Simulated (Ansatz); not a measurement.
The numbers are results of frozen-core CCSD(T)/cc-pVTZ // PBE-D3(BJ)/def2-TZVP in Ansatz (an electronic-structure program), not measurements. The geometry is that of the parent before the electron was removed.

Ansatz 0.2 input:
```yaml
crystal:
  periodic: [false, false, false]
  atoms:
    - { symbol: B, position_ang: [1.463582, -0.126457, 0.384626] }
    - { symbol: C, position_ang: [0.13863, -0.439883, 0.088714] }
    - { symbol: C, position_ang: [-1.052316, 0.389511, 0.333758] }
    - { symbol: O, position_ang: [-2.190854, 0.052626, 0.048509] }
    - { symbol: H, position_ang: [2.581417, 0.152745, 0.641124] }
    - { symbol: H, position_ang: [-0.080883, -1.407609, -0.381423] }
    - { symbol: H, position_ang: [-0.859571, 1.379069, 0.810862] }
basis:
  gaussian: { orbitals: cc-pVTZ }
correlation:
  method: ccsd_t
total_charge: 1
magnetization:
  spin_polarized: true
  initial_magnetization: 1
```

Output:

```
Functional definition: HF
944 factors; integrals over basis functions are off by at most 9.2e-4 eV
mean field evaluation 1: about -4801.4141 eV, gradient 3.9e1 eV
mean field evaluation 2: about -4801.4153 eV, gradient 3.9e1 eV
mean field evaluation 4: about -4808.0988 eV, gradient 4.8e0 eV
mean field evaluation 8: about -4808.4972 eV, gradient 1.1e0 eV
mean field evaluation 16: about -4808.6150 eV, gradient 2.4e-6 eV
mean field evaluation 32: about -4808.6148 eV, gradient 1.4e-1 eV
mean field evaluation 64: about -4808.4169 eV, gradient 2.1e0 eV
mean field evaluation 96: about -4801.4817 eV, gradient 9.3e0 eV
mean field evaluation 128: about -4807.0750 eV, gradient 2.7e0 eV
mean field evaluation 160: about -4805.9090 eV, gradient 3.2e-1 eV
mean field evaluation 192: about -4805.9290 eV, gradient 1.6e-1 eV
mean field evaluation 224: about -4805.9230 eV, gradient 1.5e-1 eV
mean field evaluation 256: about -4808.7713 eV, gradient 1.4e-2 eV
mean field evaluation 288: about -4803.1530 eV, gradient 1.6e-3 eV
mean field evaluation 320: about -4805.9275 eV, gradient 1.0e-1 eV
mean field -4808.77134279 eV, -176.7190873454 hartree, gradient 1.2e-6 eV, S^2 0.774256; 12 other end points of the search recorded, 0 dependent functions left out
determinant -4808.77134279 eV, -176.7190873454 hartree, with singles and doubles -4825.21438881 eV, -177.3233581411 hartree
determinant -4808.61498750 eV, -176.7133413943 hartree, with singles and doubles -4825.06177981 eV, -177.3177498639 hartree
determinant -4805.61433862 eV, -176.6030695818 hartree, with singles and doubles -4821.29561233 eV, -177.1793457614 hartree
determinant -4808.77134279 eV, -176.7190873454 hartree, with singles and doubles -4825.06086341 eV, -177.3177161864 hartree
determinant -4808.61498750 eV, -176.7133413943 hartree, with singles and doubles -4824.93626844 eV, -177.3131374059 hartree
4 core orbitals not correlated
reference -4808.77134279 eV, -176.7190873454 hartree; 10, 9 occupied and 148, 149 virtual orbitals, 944 factors
second order -15.27122219 eV of doubles, -0.00000000 eV of singles
cycle   1  -16.28952185 eV  change   -1.2e-6 eV  update   3.1e-6
perturbative correction -0.75394712 eV, -0.0277070456 hartree
Total energy: -4825.81481176 eV, -177.3454232776 hartree
```

Cost: very roughly 9 core-minutes.
